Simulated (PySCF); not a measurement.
# How the method changes the constants of AsS⁺

State: ¹Σ⁺ (singlet), closed shell. Set-up: basis As def2-SVP, S def2-SVP; no relativity; PySCF 2.14. De refers to As⁺ + S in their high-spin ground configurations, without counterpoise correction. A positive dipole points towards S; it is taken about the centre of mass and depends on that origin.

| Level | Re (Å) | ωe (cm⁻¹) | De (eV) | μ (D) |
| --- | --- | --- | --- | --- |
| RHF | 1.909 | 762 | 2.91 | -0.85 |
| RHF-MP2 | 1.980 | 607 | 5.74 | n/a |
| RHF-SCS-MP2 | 1.976 | 618 | 5.53 | n/a |
| RHF-CCSD | 1.957 | 668 | 5.17 | n/a |
| RHF-CCSD(T) | 1.976 | 626 | 5.54 | n/a |
| PBE | 1.973 | 639 | 6.41 | -0.32 |
| BP86 | 1.975 | 634 | 6.41 | -0.33 |
| r²SCAN | 1.953 | 667 | 6.09 | -0.39 |
| M06-L | 1.957 | 668 | 6.22 | -0.88 |
| PBE0 | 1.944 | 687 | 5.85 | -0.48 |
| M06 | 1.952 | 676 | 6.07 | -0.80 |
| ωB97X | 1.924 | 726 | 5.78 | -0.66 |

The bond length runs from 1.909 Å (RHF) to 1.980 Å (RHF-MP2). De spans 2.91 eV (RHF, mean field) to 6.41 eV (PBE, GGA). Correlation at CCSD(T) changes the Hartree–Fock bond energy by +2.63 eV; the triples alone change it by +0.37 eV.

Correlated steps freeze 14 core orbitals. Correlated levels converge slowly with the basis: in double zeta they bind strong bonds too weakly, by up to about 1 eV, and carry superposition errors of some tenths. For an ion De counts to the pair picked by the measured ionisation energies or electron affinities, which need not be the lowest pair at this level. Where the molecule has an RHF reference, its open-shell atoms are computed with UHF.
